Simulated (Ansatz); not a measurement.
A series at Si: from `F[Si](Cl)(Cl)[SiH2]Cl`, ligands are replaced one by one, each step taking up H₂ and setting free HCl; n counts the steps. Ansatz, PBE0-D4/def2-TZVP geometries. Each molecule was computed in one conformer, which needn't be the lowest.

```csv
n,molecule,"HOMO energy, ωB97M-V/def2-TZVPP (eV)"
0,`F[Si](Cl)(Cl)[SiH2]Cl`,-10.64
1,`F[SiH](Cl)[SiH2]Cl`,-10.38
2,`F[SiH2][SiH2]Cl`,-10.34
3,`F[SiH2][SiH3]`,?
```

Problem. By hand: fit a straight line y = ȳ + b (n − n̄) to the 3 given rows and predict n = 3.

Solution. n̄ = 1.000, ȳ = -10.453; Σ(n − n̄)(y − ȳ) = 0.300, Σ(n − n̄)² = 2.000, so b = 0.150 eV a step. Prediction: -10.453 + (0.150) × (2.000) = -10.15 eV.

Problem. By hand: compare with the computed value, -10.46 eV, and give the steps along the whole series.

Solution. The line misses by -0.31 eV (computed minus predicted). Steps: 0.26, 0.04, -0.12 eV.

The steps change sign along the series, so a line is a poor guide. The highest orbital can change its character along such a series. The miss is 103.3 % of the series' range.
